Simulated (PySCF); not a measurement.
PySCF job for VF5, SMILES [F][V]([F])([F])([F])[F], multiplicity 1, PBE-D3(BJ)/def2-SVP. The structure is a stationary point at PBE-D3(BJ)/def2-SVP. The multiplicity is an assumed one; no other spin state was optimised. The isomer is the one that the SMILES or the coordinates give; other isomers of the formula were not compared.

```python
import numpy as np
from pyscf import gto, scf, dft, df
from pyscf.hessian import thermo

mol = gto.M(
    atom='''
    V     0.00000000    0.00000000    0.00000000
    F     0.00000000    0.00000000    1.74774894
    F     0.00000000    0.00000000   -1.74774894
    F    -1.71124458    0.00000000    0.00000000
    F     0.85562229    1.48198128    0.00000000
    F     0.85562229   -1.48198128    0.00000000
    ''',
    basis='def2-SVP',
    charge=0,
    spin=0,
    max_memory=1600,
    verbose=3,
)
mf = dft.RKS(mol, xc='pbe').density_fit(auxbasis='def2-universal-jkfit')
mf.disp = 'd3bj'
mf.grids.level = 3
mf.conv_tol = 1e-11
mf.max_cycle = 100
mf.kernel()

# [left out here: the lines that compute and print the analytic Hessian (its translational invariance restored by hand, since the grid's response is missing), thermochemistry and intensities]
```

It prints:

```
converged SCF energy = -1442.25673084695

WARN: DFTD3 does not support analytical Hessian, using finite difference


WARN: Mole.unit (angstrom) is changed to Bohr

Mode                                 0                   1                   2
Irrep
Freq [cm^-1]                      114.2752            114.3183            277.6371
Reduced mass [au]                  19.0044             19.0043             22.8937
Force const [Dyne/A]                0.1462              0.1463              1.0397
Char temp [K]                     164.4165            164.4786            399.4580
Normal mode                   x     y     z       x     y     z       x     y     z
       0   V                -0.00 -0.00  0.00    0.00 -0.00 -0.00   -0.07 -0.00 -0.00
       1   F                 0.10  0.00  0.00   -0.00  0.10 -0.00    0.09  0.00  0.00
       2   F                 0.10  0.00 -0.00   -0.00  0.10  0.00    0.09  0.00 -0.00
       3   F                 0.01 -0.00  0.00   -0.00 -0.14 -0.00   -0.08  0.00  0.00
       4   F                -0.10  0.07 -0.00    0.07 -0.03  0.00    0.05 -0.07  0.00
       5   F                -0.10 -0.07  0.00   -0.07 -0.03  0.00    0.05  0.07  0.00
Mode                                 3                   4                   5
Irrep
Freq [cm^-1]                      277.7080            333.5569            341.8437
Reduced mass [au]                  22.8944             21.9199             18.9987
Force const [Dyne/A]                1.0403              1.4369              1.3081
Char temp [K]                     399.5600            479.9142            491.8370
Normal mode                   x     y     z       x     y     z       x     y     z
       0   V                 0.00 -0.07 -0.00    0.00  0.00 -0.06   -0.00 -0.00  0.00
       1   F                -0.00  0.09 -0.00   -0.00 -0.00 -0.07   -0.10 -0.00  0.00
       2   F                -0.00  0.09  0.00    0.00  0.00 -0.07    0.10  0.00  0.00
       3   F                 0.00  0.09  0.00    0.00 -0.00  0.10    0.00 -0.00  0.14
       4   F                -0.07 -0.04  0.00   -0.00  0.00  0.10   -0.00 -0.00 -0.07
       5   F                 0.07 -0.04  0.00   -0.00  0.00  0.10   -0.00  0.00 -0.07
Mode                                 6                   7                   8
Irrep
Freq [cm^-1]                      341.9588            601.6729            708.1031
Reduced mass [au]                  18.9984             18.9984             18.9984
Force const [Dyne/A]                1.3089              4.0522              5.6126
Char temp [K]                     492.0025            865.6734           1018.8027
Normal mode                   x     y     z       x     y     z       x     y     z
       0   V                 0.00 -0.00 -0.00   -0.00 -0.00  0.00   -0.00  0.00 -0.00
       1   F                -0.00  0.10 -0.00    0.00  0.00 -0.14    0.00 -0.00 -0.08
       2   F                 0.00 -0.10 -0.00    0.00  0.00  0.14    0.00  0.00  0.08
       3   F                 0.00  0.00  0.00   -0.07  0.00  0.00    0.11 -0.00  0.00
       4   F                -0.00  0.00  0.12    0.03  0.06 -0.00   -0.06 -0.10 -0.00
       5   F                -0.00 -0.00 -0.12    0.03 -0.06 -0.00   -0.06  0.10 -0.00
Mode                                 9                  10                  11
Irrep
Freq [cm^-1]                      749.8132            805.0474            805.0545
Reduced mass [au]                  26.2000             24.9226             24.9220
Force const [Dyne/A]                8.6787              9.5167              9.5166
Char temp [K]                    1078.8142           1158.2840           1158.2942
Normal mode                   x     y     z       x     y     z       x     y     z
       0   V                 0.00  0.00  0.09   -0.09 -0.00  0.00    0.00 -0.09  0.00
       1   F                 0.00  0.00 -0.12   -0.00 -0.00  0.00    0.00 -0.00 -0.00
       2   F                -0.00 -0.00 -0.12   -0.00 -0.00 -0.00    0.00 -0.00  0.00
       3   F                 0.00 -0.00 -0.00    0.15  0.00 -0.00   -0.00  0.01 -0.00
       4   F                -0.00 -0.00 -0.00    0.04  0.06  0.00    0.06  0.11  0.00
       5   F                -0.00  0.00 -0.00    0.04 -0.06  0.00   -0.06  0.11  0.00
temperature 298.1500 [K]
pressure 101325.00 [Pa]
Rotational constants [GHz] 3.02799 2.53301 2.53301
Symmetry number 6
Zero-point energy (ZPE) 0.01246 [Eh]   32723.782 [J/mol]
                           tot       elec      trans        rot        vib
Entropy [J/mol/K]       330.647      0.000    170.894     98.931     60.821
Cv [J/mol/K]             91.722      0.000     12.472     12.472     66.779
Cp [J/mol/K]            100.037      0.000     20.786     12.472     66.779
Internal energy [J/mol]                      3718.434   3718.434  43094.405
Internal energy [Eh]   -1442.23748  -1442.25673
Enthalpy [J/mol]                             6197.391   3718.434  43094.405
Enthalpy [Eh]          -1442.23654
Gibbs free energy [J/mol]                  -44754.696 -25777.947  24960.599
Gibbs free energy [Eh] -1442.27409
mode   freq/cm-1   IR/(km/mol)
   1      114.28         1.305
   2      114.32         1.301
   3      277.64        16.972
   4      277.71        16.981
   5      333.56        12.709
   6      341.84         0.001
   7      341.96         0.000
   8      601.67         0.000
   9      708.10         0.000
  10      749.81       245.346
  11      805.05       167.451
  12      805.05       167.459
max |gradient| / (hartree/bohr): 0.0004085827743712174
APT charges: [ 2.4606 -0.5277 -0.5277 -0.4684 -0.4684 -0.4684]
```

The run converged.

Cost: roughly 80 core-seconds.
